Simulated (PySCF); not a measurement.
A run for PySCF: R-M06-2X/6-31G* on CH4 (SMILES C).

```python
from pyscf import gto, scf, dft, mp
from pyscf.data.elements import chemcore

mol = gto.M(
    atom='''
    C    -0.08744108    0.01240354    0.32097134
    H    -0.33357381   -0.40106950   -0.65602036
    H     0.57247743   -0.67456127    0.84870774
    H     0.41208120    0.97190498    0.19233665
    H    -1.00193496    0.15110197    0.89594749
    ''',
    basis='6-31g*',
    cart=True,
    charge=0, spin=0, verbose=3, max_memory=1800)
mf = dft.RKS(mol, xc='m062x')
mf.conv_tol = 1e-8
mf.max_cycle = 100
mf.kernel()
if not mf.converged:
    mf = mf.newton().run(mf.mo_coeff, mf.mo_occ)
```

Output:

```
converged SCF energy = -40.482023314555
```

The run converged.

Cost: around 0.8 core-seconds (rough).
